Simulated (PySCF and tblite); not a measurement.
Values are calculated unless marked as measured or tabulated.
**Conformer ensemble of C6H6O2, numbered as in [O:1]=[CH:2]/[CH:3]=[CH:4]\[CH:5]=[CH:6]\[CH:7]=[O:8]**

Search: ETKDG, MMFF94s, GFN2-xTB, 150 starts; geometries at GFN2-xTB. Free energies are B3LYP-D3(BJ)/pcSseg-1 (IEF-PCM, tetrahydrofuran) single points with GFN2-xTB rigid-rotor and vibrational terms (modes under about 100 cm⁻¹ blended into free rotors). Symmetry numbers and mirror images are counted. Conformers within 2.5 kcal/mol (GFN2-xTB free energy) were kept, 5 at most. GIAO shieldings: B3LYP/pcSseg-1 (IEF-PCM, tetrahydrofuran). Couplings: B3LYP/6-31G* with pcJ-1 on H (gas phase; spin-dipole term only for pairs with B, N, F, Si or P). Couplings are for ¹H. H–H couplings come out 0.1 to 0.9 Hz lower than with pcJ-1 on all atoms. Shifts are against TMS (¹H), TMS (¹³C) at the same level. (PySCF 2.14, tblite 0.8.)

Torsions listed: O1–C2–C3–C4, C3–C4–C5–C6, C5–C6–C7–O8.

| conformer | shape | symmetry | E(GFN2) kcal/mol | E(DFT) kcal/mol | G(298.15 K) kcal/mol | weight % | dipole D |
| --- | --- | --- | --- | --- | --- | --- | --- |
| 1 | 180°, 180°, 180° | Cs | 0.92 | 0.00 | 0.00 | 60.1 | 1.12 |
| 2 | 0°, 180°, 180° | Cs | 0.00 | 0.37 | 0.41 | 30.1 | 5.47 |
| 3 | 180°, 180°, 0° | Cs | 1.17 | 1.28 | 1.23 | 7.6 | 5.48 |
| 4 | 0°, 180°, 0° | Cs | 1.59 | 2.29 | 1.96 | 2.2 | 6.67 |

Weights (%) against temperature:

```csv
T (K),1,2,3,4,S(mix) cal/mol/K
250,64.6,28.9,5.3,1.1,1.69
298.15,60.1,30.1,7.6,2.2,1.88
350,56.1,30.5,9.8,3.6,2.05
```

Averaged shifts at 298.15 K. ¹H: 10.48 (H2, 1H), 9.96 (H7, 1H), 8.59 (H5, 1H), 7.53 (H4, 1H), 6.47 (H6, 1H), 6.37 (H3, 1H) ppm. ¹³C: 202.7 (C7), 198.8 (C2), 155.7 (C4), 155.3 (C5), 148.4 (C6), 141.7 (C3) ppm.

Averaged couplings (Hz): ³J(H2,H3) 6.0, ³J(H3,H4) 12.7, ³J(H4,H5) 12.0, ³J(H5,H6) 15.0, ³J(H6,H7) 6.5.

Coordinates of conformer 1 (Å):

```xyz
14

O     3.596    0.873   -1.086
C     2.443    0.646   -0.817
C     2.016   -0.037    0.401
C     0.748   -0.320    0.759
C    -0.443   -0.008    0.021
C    -1.673   -0.329    0.459
C    -2.882   -0.011   -0.293
O    -4.002   -0.280    0.062
H     1.636    0.958   -1.504
H     2.830   -0.329    1.052
H     0.585   -0.835    1.698
H    -0.343    0.505   -0.925
H    -1.819   -0.843    1.400
H    -2.694    0.514   -1.250
```

Coordinates of conformer 2 (Å):

```xyz
14

O    -1.962   -1.700    0.246
C    -2.538   -0.639    0.264
C    -1.932    0.692    0.274
C    -0.610    0.963    0.264
C     0.440   -0.014    0.242
C     1.743    0.321    0.235
C     2.805   -0.679    0.213
O     3.984   -0.427    0.206
H    -3.645   -0.607    0.275
H    -2.635    1.513    0.291
H    -0.295    2.000    0.274
H     0.145   -1.055    0.232
H     2.061    1.356    0.245
H     2.440   -1.724    0.203
```

Shifts are unscaled: against experiment ¹³C can be off by 15 ppm or more and ¹H by 0.8 ppm.

Search and properties took 4.3 min on 1 thread of Arm Neoverse N1 (shared host) (rough), launched as `OMP_NUM_THREADS=1 python ens_run.py task.json out`.


Conformer gaps in pcSseg-1 on xTB geometries can be 2 kcal/mol off for S=O, P=O and other polar bonds.